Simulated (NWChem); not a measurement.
Species: SnCl₂, singlet; SMILES [Cl][Sn][Cl]

Computed with NWChem. Low-valent species are run as closed-shell singlets; no triplet was tried in these runs. The geometry was optimised at PBE-D3(BJ)/def2-SVP. def2 effective core potentials on Sn; no spin-orbit coupling. B3LYP is NWChem's, with the RPA form of VWN correlation. Static field.

**Question.** Taking B3LYP/def2-TZVPD as the yardstick, which of these has the fewest basis functions while keeping “isotropic polarisability (bohr³)” within 2 % of it: B3LYP/def2-SVPD; B3LYP/def2-SVP; B3LYP/def2-TZVP?

**Answer.** B3LYP/def2-SVPD (a larger set in the list lies outside the tolerance).
| level | basis functions | isotropic polarisability (bohr³) | relative time (rough) |
|---|---|---|---|
| B3LYP/def2-SVP | 62 | 53.5 | 1 |
| B3LYP/def2-SVPD | 86 | 71.6 | 2 |
| B3LYP/def2-TZVP | 124 | 63.2 | 6 |
| B3LYP/def2-TZVPD | 148 | 72.5 | 9 |

The yardstick is one finite set, not the basis-set limit.
